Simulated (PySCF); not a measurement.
C₆ coefficients of unlike pairs at PBE0

Calculated with PySCF 2.14 from the dipole response of each species, C₆(A,B) = (3/π) ∫ α_A(iu) α_B(iu) du, in atomic units, from isotropic polarisabilities. For ions this is the dispersion term alone; charge-induced terms of lower order in 1/R come first.

| species | configuration | basis | relativity | α (bohr³) | C₆ (like pair) |
| --- | --- | --- | --- | --- | --- |
| Ta³⁺ | [Xe] 4f14 5d2 (3F) | def2-QZVPPD with the def2 core potential (60 electrons) (7s6p4d3f2g) | core potential | 7.244 | 33.10 |
| N | [He] 2s2 2p3 (4S) | aug-cc-pwCVDZ (5s4p2d) | none | 7.133 | 23.99 |
| V | [Ar] 3d3 4s2 (4F) | aug-cc-pVTZ (8s7p5d3f2g) | none | 98.26 | 1080 |
| Si | [Ne] 3s2 3p2 (3P) | aug-cc-pVTZ-DK (6s5p3d2f) | spin-free X2C | 39.71 | 326.4 |

Q: Estimate C₆ for Si with N.

A: The integral gives 81.56. The combination rule 2 C_A C_B / (C_A α_B/α_A + C_B α_A/α_B) gives 81.49 and the geometric mean 88.49.

No spin-orbit coupling is included.

The other pairs:

| pair | C₆ |
| --- | --- |
| N, Ta³⁺ | 27.75 |
| V, Ta³⁺ | 141.9 |
| Si, Ta³⁺ | 88.94 |
| V, N | 132.0 |
| Si, V | 572.1 |
